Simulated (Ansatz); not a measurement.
Species: C₃H₉OSi (charge 0, doublet). It need not be the lowest isomer of its formula. 
Geometry from a B3LYP-D3(BJ)/def2-TZVP (Ansatz, a quantum-chemistry and plane-wave program) optimisation:
```
Si
O 1 1.6641
H 2 0.9601 1 117.41
C 1 1.8495 2 109.95 3 -52.16
H 4 1.0853 1 123.47 2 134.83
H 4 1.0858 5 113.98 1 -178.40
C 1 1.8672 2 104.32 3 -171.91
H 7 1.0915 1 110.89 2 61.54
H 7 1.0919 8 108.13 1 -122.14
H 7 1.0926 8 108.01 9 -116.86
C 1 1.8722 2 111.20 3 68.42
H 11 1.0920 1 110.83 2 58.51
H 11 1.0926 12 107.90 1 122.44
H 11 1.0931 12 107.92 13 116.00
```
Charge 0, spin multiplicity 2.

Wanted: atomisation energy (electronic, to ground-state atoms); the coupled-cluster value holds the core correlation from cc-pwCVTZ, in kcal/mol. Cores are frozen in the correlated levels unless marked. UHF or UKS for open shells. No spin-orbit coupling. Non-relativistic. CBS marks a two-point X^-3 extrapolation of the correlation energy; Hartree-Fock from the larger set.

Level to compare with: CCSD(T)/CBS(cc-pV(T+d)Z,cc-pV(Q+d)Z) plus the core term (Ansatz), 1276.6 kcal/mol. It is a level with limits of its own, and the differences hold the functionals' basis error too.

### Question
Rank these functionals by how close they come to CCSD(T)/CBS(cc-pV(T+d)Z,cc-pV(Q+d)Z), closest first: B3LYP/def2-TZVPD (Ansatz); PBE0/def2-TZVPD (Ansatz); r2SCAN/def2-TZVPD (Ansatz); CAM-B3LYP/def2-TZVPD (Ansatz).

### Answer
r2SCAN/def2-TZVPD (meta-GGA, 1274.3 kcal/mol, difference -2.3), CAM-B3LYP/def2-TZVPD (range-separated hybrid, 1270.3 kcal/mol, difference -6.3), PBE0/def2-TZVPD (global hybrid, 1265.6 kcal/mol, difference -11.0), B3LYP/def2-TZVPD (global hybrid, 1259.3 kcal/mol, difference -17.3)
